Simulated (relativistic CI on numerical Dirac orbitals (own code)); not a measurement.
Crystal-field levels of Os⁶⁺, 5d2

Calculated by Dirac-Coulomb-Breit CI, separate exchange-only KLI orbitals for each configuration, QED by a radiative potential, valence Slater integrals scaled by 0.85, one configuration in a parametric crystal field (own radial code).

Field parameters in Wybourne normalisation: Td as Oh with Dq negative (B⁴₀ = 21Dq, B⁴₄ = √(5/14) B⁴₀). The field is a parameter set, without covalency.

S is read from ⟨S²⟩ = S(S + 1).

Levels (cm⁻¹, degeneracy): 0 (3), 1895 (2), 10159 (1), 10737 (3), 11122 (3), 16259 (1), 17344 (3), 18850 (2), 19259 (3), 19854 (2), 20629 (3), 21352 (1).

Task: Which field gives this pattern?
A. Td, 10Dq = -4450 cm⁻¹
B. Td, 10Dq = -18650 cm⁻¹
C. Td, 10Dq = -15100 cm⁻¹
D. Td, 10Dq = -11550 cm⁻¹

Result: A. Td, 10Dq = -4450 cm⁻¹, ground level with S = 0.95.
